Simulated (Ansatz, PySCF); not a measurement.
Molecule: CH2BO, net charge 0, doublet state. It need not be the lowest isomer of its formula. SMILES: C(#[O+])[BH2-]
Geometry from a B3LYP-D3(BJ)/def2-TZVP (Ansatz, a first-principles code) optimisation:
```xyz
5

B     -0.2250    -0.0101    -1.3469
H     -0.3344     1.0404    -1.8868
H     -0.2945    -1.0685    -1.8777
C      0.0170     0.0008     0.1019
O      0.2065     0.0092     1.2360
```
Charge 0, spin multiplicity 2.

Quantity: atomisation energy (electronic, to ground-state atoms), in kcal/mol. Cores are frozen in the correlated levels unless marked. Open shells are spin-unrestricted. No spin-orbit coupling. Non-relativistic. The coupled-cluster limit lacks core correlation, which all-electron functionals hold. CBS marks a two-point X^-3 extrapolation of the correlation energy; Hartree-Fock from the larger set. [CCSD(T)-MP2]/basis is that difference in the basis named.

| level | program | atomisation energy (kcal/mol) | minus last row |
|---|---|---|---|
| PBE-D4/def2-TZVPD | Ansatz + dftd4 | 508.7 | 27.5 |
| BP86-D4/def2-TZVPD | PySCF + dftd4 | 509.9 | 28.7 |
| PBE0/STO-3G | Ansatz | 562.7 | 81.5 |
| r2SCAN0-D4/def2-TZVPD | Ansatz + dftd4 | 481.4 | 0.2 |
| M06-2X/def2-TZVPD | PySCF | 489.3 | 8.1 |
| wB97X-V/def2-TZVPD | Ansatz | 485.9 | 4.7 |
| B2PLYP/def2-TZVPD | Ansatz | 484.4 | 3.2 |
| RI-MP2/cc-pVQZ | Ansatz | 492.4 | 11.2 |
| CCSD(T)/6-31G* | Ansatz | 447.4 | -33.8 |
| RI-MP2/CBS(aug-cc-pVTZ,aug-cc-pVQZ)+[CCSD(T)-MP2]/aug-cc-pVTZ | Ansatz | 481.2 | 0.0 |
